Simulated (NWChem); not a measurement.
System: BSiH₅O₂; SMILES B([SiH3])(O)O

Here is an NWChem input.

```
start job
memory heap 200 mb stack 900 mb global 1100 mb
geometry units angstroms noautoz
  B      0.012108     0.557546     0.000000
  O      0.002165     1.197575    -1.201773
  H     -0.016320     2.161247    -1.154941
  O      0.002165     1.197575     1.201773
  H     -0.016320     2.161247     1.154941
  Si     0.006209    -1.477798     0.000000
  H      0.685672    -2.030469     1.213798
  H     -1.402374    -1.992366     0.000000
  H      0.685672    -2.030469    -1.213798
end
basis spherical
  B library def2-tzvp
  O library def2-tzvp
  H library def2-tzvp
  Si library def2-tzvp
end
dft
  xc hfexch
  iterations 150
  mulliken
end
task dft energy
```

Parts of the log:

```
             Northwest Computational Chemistry Package (NWChem) 7.3.0
             --------------------------------------------------------

 CS  symmetry detected

                             Geometry "geometry" -> ""
                             -------------------------

 Output coordinates in angstroms (scale by  1.889725989 to convert to a.u.)

  No.       Tag          Charge          X              Y              Z
 ---- ---------------- ---------- -------------- -------------- --------------
    1 B                    5.0000     0.00988084    -0.56931004     0.00000000
    2 O                    8.0000     0.00076273    -1.20935132    -1.20177300
    3 H                    1.0000    -0.01648027    -2.17304634    -1.15494100
    4 O                    8.0000     0.00076273    -1.20935132     1.20177300
    5 H                    1.0000    -0.01648027    -2.17304634     1.15494100
    6 Si                  14.0000     0.00135867     1.46602467     0.00000000
    7 H                    1.0000     0.68010882     2.01957091     1.21379800
    8 H                    1.0000    -1.40788634     1.97877684     0.00000000
    9 H                    1.0000     0.68010882     2.01957091    -1.21379800

 Effective nuclear repulsion energy (a.u.)     148.5216099447

      Symmetry information
      --------------------

 Group name             Cs
 Group number              2
 Group order               2
 No. of unique centers     6

  xc_inp: hfexch multiplicative factor not found.

                                 NWChem DFT Module
                                 -----------------

 Summary of "ao basis" -> "ao basis" (spherical)
 ------------------------------------------------------------------------------
       Tag                 Description            Shells   Functions and Types
 ---------------- ------------------------------  ------  ---------------------
 B                         def2-tzvp                11       31   5s3p2d1f
 O                         def2-tzvp                11       31   5s3p2d1f
 H                         def2-tzvp                 4        6   3s1p
 Si                        def2-tzvp                13       37   5s5p2d1f

      Symmetry analysis of basis
      --------------------------

        a'         94
        a"         66

            General Information
            -------------------
          SCF calculation type: DFT
          Wavefunction type:  closed shell.
          No. of atoms     :     9
          No. of electrons :    40
           Alpha electrons :    20
            Beta electrons :    20
          Charge           :     0
          Spin multiplicity:     1
          Use of symmetry is: on ; symmetry adaption is: on
          Maximum number of iterations: 150
          AO basis - number of functions:   160
                     number of shells:    66
          Convergence on energy requested:  1.00D-06
          Convergence on density requested:  1.00D-05
          Convergence on gradient requested:  5.00D-04

              XC Information
              --------------
                     Hartree-Fock (Exact) Exchange  1.000

      Superposition of Atomic Density Guess
      -------------------------------------

 Sum of atomic energies:        -465.43778385

      Non-variational initial energy
      ------------------------------

 Total energy =    -466.883831
 1-e energy   =    -936.292666
 2-e energy   =     320.887225
 HOMO         =      -0.354933
 LUMO         =       0.023882

      Symmetry analysis of molecular orbitals - initial
      -------------------------------------------------

  Numbering of irreducible representations:

     1 a'          2 a"

  Orbital symmetries:

     1 a'          2 a'          3 a"          4 a'          5 a'
     6 a"          7 a'          8 a'          9 a'         10 a"
    11 a'         12 a'         13 a"         14 a'         15 a'
    16 a"         17 a"         18 a"         19 a'         20 a'
    21 a'         22 a'         23 a"         24 a'         25 a'
    26 a"         27 a'         28 a'         29 a'         30 a"

     ---------------------------------------------
      Total Density - Mulliken Population Analysis
     ---------------------------------------------

    Atom       Charge   Shell Charges
 -----------   ------   -------------------------------------------------------
    1 B    5     4.44   0.92  1.06  0.52  0.48  0.04  0.71  0.45  0.04  0.08  0.11  0.03
    2 O    8     8.70   0.79  1.18  0.60  0.93  0.23  2.01  2.15  0.79  0.00  0.01  0.00
    3 H    1     0.56   0.19  0.26  0.07  0.04
    4 O    8     8.70   0.79  1.18  0.60  0.93  0.23  2.01  2.15  0.79  0.00  0.01  0.00
    5 H    1     0.56   0.19  0.26  0.07  0.04
    6 Si  14    13.92   2.00  0.59  1.39  0.89  0.51  4.12  1.73  0.53  1.43  0.60  0.06  0.06  0.01
    7 H    1     1.04   0.22  0.54  0.27  0.01
    8 H    1     1.04   0.22  0.54  0.27  0.01
    9 H    1     1.04   0.22  0.54  0.27  0.01

   convergence    iter        energy       DeltaE   RMS-Dens  Diis-err
 ---------------- ----- ----------------- --------- --------- ---------
 d= 0,ls=0.0,diis     1   -466.3419745803 -6.15D+02  3.56D-03  7.22D-01
 d= 0,ls=0.0,diis     2   -466.4138397612 -7.19D-02  1.01D-03  2.18D-01
 d= 0,ls=0.0,diis     3   -466.4322642227 -1.84D-02  4.64D-04  6.42D-03
 d= 0,ls=0.0,diis     4   -466.4336976897 -1.43D-03  1.20D-04  2.47D-04
 d= 0,ls=0.0,diis     5   -466.4337746649 -7.70D-05  3.54D-05  1.02D-05
  Resetting Diis
 d= 0,ls=0.0,diis     6   -466.4337789279 -4.26D-06  8.25D-06  4.00D-07
 d= 0,ls=0.0,diis     7   -466.4337790883 -1.60D-07  9.99D-07  1.58D-08

         Total DFT energy =     -466.433779088264
      One electron energy =     -940.053950334689
           Coulomb energy =      367.739709172728
    Exchange-Corr. energy =      -42.641147870999
 Nuclear repulsion energy =      148.521609944696

 Numeric. integr. density =        0.000000000000

                  Occupations of the irreducible representations
                  ----------------------------------------------

                     irrep           alpha         beta
                     --------     --------     --------
                     a'               13.0         13.0
                     a"                7.0          7.0

                       DFT Final Molecular Orbital Analysis
                       ------------------------------------

 Vector   18  Occ=2.000000D+00  E=-4.649188D-01  Symmetry=a'
              MO Center= -4.9D-01,  1.8D+00, -7.4D-12, r^2= 2.2D+00
   Bfn.  Coefficient  Atom+Function         Bfn.  Coefficient  Atom+Function
  ----- ------------  ---------------      ----- ------------  ---------------
   120      0.300466  6 Si px               150     -0.261696  8 H  s
   151     -0.166814  8 H  s                149     -0.153520  8 H  s
   144      0.134431  7 H  s                156      0.134431  9 H  s
   111     -0.115284  6 Si px               117      0.112360  6 Si px
   123      0.100566  6 Si px               145      0.083094  7 H  s

 Vector   19  Occ=2.000000D+00  E=-4.646097D-01  Symmetry=a"
              MO Center=  4.9D-01,  1.8D+00,  7.4D-12, r^2= 2.2D+00
   Bfn.  Coefficient  Atom+Function         Bfn.  Coefficient  Atom+Function
  ----- ------------  ---------------      ----- ------------  ---------------
   122      0.302825  6 Si pz               144      0.228843  7 H  s
   156     -0.228843  9 H  s                145      0.145156  7 H  s
   157     -0.145156  9 H  s                143      0.135220  7 H  s
   155     -0.135220  9 H  s                113     -0.116044  6 Si pz
   119      0.113432  6 Si pz               125      0.097083  6 Si pz

 Vector   20  Occ=2.000000D+00  E=-4.205808D-01  Symmetry=a'
              MO Center= -9.0D-03,  5.6D-01,  1.2D-15, r^2= 2.5D+00
   Bfn.  Coefficient  Atom+Function         Bfn.  Coefficient  Atom+Function
  ----- ------------  ---------------      ----- ------------  ---------------
   121      0.307761  6 Si py                 7     -0.236218  1 B  py
    10     -0.234916  1 B  py                 4     -0.142848  1 B  s
     3     -0.128219  1 B  s                112     -0.119930  6 Si py
   118      0.118632  6 Si py               124      0.117980  6 Si py
   150      0.098557  8 H  s                 38      0.089329  2 O  py

 Vector   21  Occ=0.000000D+00  E= 1.024395D-01  Symmetry=a'
              MO Center= -2.0D-02, -2.2D+00,  1.8D-16, r^2= 5.2D+00
   Bfn.  Coefficient  Atom+Function         Bfn.  Coefficient  Atom+Function
  ----- ------------  ---------------      ----- ------------  ---------------
     5     -1.089635  1 B  s                  4      1.057202  1 B  s
    65     -0.772484  3 H  s                102     -0.772484  5 H  s
   110      0.611608  6 Si s                 36      0.468378  2 O  s
    73      0.468378  4 O  s                 44     -0.376450  2 O  py
    81     -0.376450  4 O  py                10     -0.234004  1 B  py

 Vector   22  Occ=0.000000D+00  E= 1.200304D-01  Symmetry=a'
              MO Center=  3.7D-01,  2.8D-01,  1.2D-14, r^2= 4.7D+00
   Bfn.  Coefficient  Atom+Function         Bfn.  Coefficient  Atom+Function
  ----- ------------  ---------------      ----- ------------  ---------------
   151      0.798199  8 H  s                123      0.782855  6 Si px
     5      0.569026  1 B  s                 12      0.556398  1 B  px
   110     -0.471794  6 Si s                145     -0.383759  7 H  s
   157     -0.383759  9 H  s                 43     -0.238052  2 O  px
    80     -0.238052  4 O  px               124      0.238458  6 Si py

 Vector   23  Occ=0.000000D+00  E= 1.509596D-01  Symmetry=a'
              MO Center= -2.3D-01,  7.3D-01,  5.8D-13, r^2= 1.0D+01
   Bfn.  Coefficient  Atom+Function         Bfn.  Coefficient  Atom+Function
  ----- ------------  ---------------      ----- ------------  ---------------
   110      4.859420  6 Si s                  5     -3.849942  1 B  s
    13     -2.124635  1 B  py               124     -1.700384  6 Si py
     4     -0.636407  1 B  s                 10     -0.609298  1 B  py
   151     -0.590530  8 H  s                145     -0.407843  7 H  s
   157     -0.407843  9 H  s                135     -0.405780  6 Si d  2

     ---------------------------------------------
      Total Density - Mulliken Population Analysis
     ---------------------------------------------

    Atom       Charge   Shell Charges
 -----------   ------   -------------------------------------------------------
    1 B    5     4.57   0.91  1.07  0.46  0.32 -0.02  0.89  0.60  0.03  0.10  0.18  0.04
    2 O    8     8.52   0.79  1.18  0.56  0.93  0.29  1.87  2.06  0.82  0.00  0.02  0.00
    3 H    1     0.68   0.24  0.34  0.04  0.05
    4 O    8     8.52   0.79  1.18  0.56  0.93  0.29  1.87  2.06  0.82  0.00  0.02  0.00
    5 H    1     0.68   0.24  0.34  0.04  0.05
    6 Si  14    13.84   2.00  0.58  1.39  0.80  0.48  4.12  1.73  0.53  1.49  0.42  0.12  0.15  0.02
    7 H    1     1.06   0.24  0.56  0.25  0.01
    8 H    1     1.07   0.24  0.56  0.26  0.01
    9 H    1     1.06   0.24  0.56  0.25  0.01

     -------------------------------------------
      Total Density - Lowdin Population Analysis
     -------------------------------------------

    Atom       Charge   Shell Charges
 -----------   ------   -------------------------------------------------------
    1 B    5     5.91   0.95  1.00  0.32  0.27  0.15  0.82  0.86  0.32  0.20  0.75  0.28
    2 O    8     7.86   0.87  1.09  0.50  0.54  0.28  1.72  1.91  0.90  0.00  0.05  0.00
    3 H    1     0.80   0.24  0.30  0.10  0.15
    4 O    8     7.86   0.87  1.09  0.50  0.54  0.28  1.72  1.91  0.90  0.00  0.05  0.00
    5 H    1     0.80   0.24  0.30  0.10  0.15
    6 Si  14    13.63   2.00  0.84  1.09  0.50  0.33  3.85  1.89  0.68  1.26  0.71  0.12  0.31  0.05
    7 H    1     1.04   0.24  0.48  0.30  0.02
    8 H    1     1.04   0.24  0.48  0.30  0.02
    9 H    1     1.04   0.24  0.48  0.30  0.02

     Multipole analysis of the density
     ---------------------------------

     L   x y z        total         alpha         beta         nuclear
     -   - - -        -----         -----         ----         -------
     0   0 0 0      0.000000    -20.000000    -20.000000     40.000000

     1   1 0 0     -0.001538     -0.000769     -0.000769      0.000000
     1   0 1 0     -1.363106     -0.681553     -0.681553     -0.000000
     1   0 0 1     -0.000000     -0.000000     -0.000000      0.000000

     2   2 0 0    -24.611100    -17.498424    -17.498424     10.385749
     2   1 1 0      0.126139      0.031307      0.031307      0.063525
     2   1 0 1      0.000000      0.000000      0.000000      0.000000
     2   0 2 0    -18.174488   -145.907945   -145.907945    273.641402
     2   0 1 1     -0.000000     -0.000000     -0.000000      0.000000
     2   0 0 2    -27.888152    -65.229063    -65.229063    102.569974
```

Level: Hartree-Fock/def2-TZVP. Geometry: optimised at PBE0/def2-SVP.
